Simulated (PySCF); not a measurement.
C4H6BF, SMILES FB(CC)C#C. Coordinates come from a PBE0-D3(BJ)/def2-SVP optimisation. This is a generated structure with no PubChem entry under its InChIKey; it may be hypothetical. Other conformers were not sampled.

Computed equilibrium geometry at PBE0-D3(BJ)/def2-SVP (PySCF confirms it by a frequency run) as a Z-matrix, and its point group (one conformer of several):
point group Cs.
```
C
H 1 1.1073
H 1 1.1073 2 103.60
C 1 1.5222 2 111.22 3 -119.56
H 4 1.1005 1 111.93 2 57.46
H 4 1.1007 5 107.60 1 -122.64
H 4 1.1007 5 107.60 6 -114.72
B 1 1.5649 2 106.22 3 111.70
F 8 1.3316 1 118.54 2 -54.93
C 8 1.5357 9 117.61 1 180.00
C 10 1.2174 9 154.15 8 180.00
H 11 1.0758 9 161.97 8 180.00
```
Charge 0, spin multiplicity 1.
